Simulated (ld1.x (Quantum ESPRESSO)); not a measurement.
## An all-electron radial function and its pseudo partner (boron)

Columns: radius, all-electron u(r) and pseudo u(r) of the 2s shell (level -9.44 eV) of boron in the configuration [He] 2s2 2p1; PBE, scalar-relativistic, ultrasoft scheme, ld1.x (Quantum ESPRESSO) 7.5.

```tsv
r (bohr)	all-electron	pseudo
0.217	0.2914	-0.1630
0.435	0.0372	-0.3188
0.652	-0.2623	-0.4584
0.870	-0.4929	-0.5759
1.088	-0.6410	-0.6643
1.305	-0.7162	-0.7188
1.522	-0.7366	-0.7366
1.740	-0.7194	-0.7194
1.957	-0.6786	-0.6786
2.175	-0.6243	-0.6243
2.392	-0.5643	-0.5643
2.610	-0.5029	-0.5029
2.827	-0.4438	-0.4438
3.045	-0.3883	-0.3883
3.262	-0.3378	-0.3378
3.480	-0.2922	-0.2922
3.697	-0.2519	-0.2519
3.915	-0.2162	-0.2162
4.132	-0.1853	-0.1853
4.350	-0.1583	-0.1583
4.567	-0.1350	-0.1350
4.785	-0.1149	-0.1149
5.002	-0.0977	-0.0977
5.220	-0.0828	-0.0828
5.437	-0.0702	-0.0702
5.655	-0.0594	-0.0594
```

(1) How many radial nodes do the two functions have?

(2) At about which radius was the pseudo-wave matched?

(3) Where does each function peak?

(4) Is the pseudo-wave norm-conserving?

## Answers

(1) The all-electron 2s function has n − l − 1 = 1; the pseudo-wave has 0, since the states of the same l below it are removed with the core.

(2) 1.50 bohr, where the columns begin to agree (steps of 0.22 bohr).

(3) Outermost all-electron maximum near 1.52 bohr, pseudo maximum near 1.52 bohr (to the table’s step).

(4) No, it belongs to an ultrasoft set: the norm inside the radius is not constrained, and the difference is carried by the augmentation charge.
